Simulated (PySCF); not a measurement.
Field gradients at the hydrogen positions

Species: C4H5FOSi.
Atom-mapped SMILES: `[O:1]=[C:2]1[CH2:3][CH:4]=[C:5]([F:6])[SiH2:7]1` (hydrogens: H8, H9 on C3; H10 on C4; H11, H12 on Si7)

Structure used (GFN2-xTB), in Å, numbered top down from 1:
```xyz
12
C4H5FOSi angstrom
O     -2.4518    0.5426   -0.2752
C     -1.2772    0.3051   -0.1452
C     -0.7348   -1.1122   -0.0139
C      0.7509   -1.0823    0.1296
C      1.3457    0.1072    0.1240
F      2.6879    0.2141    0.2497
Si     0.1773    1.5781   -0.0697
H     -1.2052   -1.5954    0.8482
H     -1.0356   -1.6921   -0.8920
H      1.2869   -2.0150    0.2320
H      0.1087    2.4389    1.1071
H      0.3482    2.3103   -1.3207
```

Level: PBE0/pcSseg-1 (PySCF, non-relativistic); Q(2H) = 0.00286 b; rigid geometry, the same for H and D, with no vibrational averaging.

Question: Rank these positions by the coupling χzz of a deuteron there, largest first.
A. H12 (Si–H hydrogen)
B. H10 (vinylic hydrogen)
C. H9 (methylene hydrogen)

Answer: B (220 kHz), C (201 kHz), A (110 kHz).

Tabulate Vzz, the asymmetry η and χzz = 234.96 MHz × Q × Vzz for every hydrogen position.

```tsv
atom	bonded to	bond length (Å)	Vzz (au)	η	χzz (kHz)
H8	C3	1.094	0.2992	0.02	201
H9	C3	1.094	0.2992	0.02	201
H10	C4	1.081	0.3280	0.05	220
H11	Si7	1.460	0.1641	0.01	110
H12	Si7	1.460	0.1642	0.01	110
```

Average by the element that carries the hydrogen.

on C: 207 kHz over 3 positions, mean bond length 1.090 Å; on Si: 110 kHz over 2 positions, mean bond length 1.460 Å.

Give the 2H NMR doublet splittings at H10 for a magnetic field along the z, y and x axes of the gradient: 3χ/2, 3χ(1 + η)/4, 3χ(1 − η)/4.

With |χ| = 220.4 kHz and η = 0.049: 331, 173 and 157 kHz, to first order and without motion.

Geometry: GFN2-xTB; no solvent, vibrations or thermal averaging. GFN2-xTB bond lengths can be off by several hundredths of an ångström, more for odd bonds, and the gradients follow them. A larger basis could move these couplings by a tenth or more.

These values come from a run that also computed NMR shieldings. Hardware: one thread, Arm Neoverse N1 (aarch64), no GPU, shared host. Cost: 39 s wall (grids of density and orbitals included), 0.71 GiB resident at most.
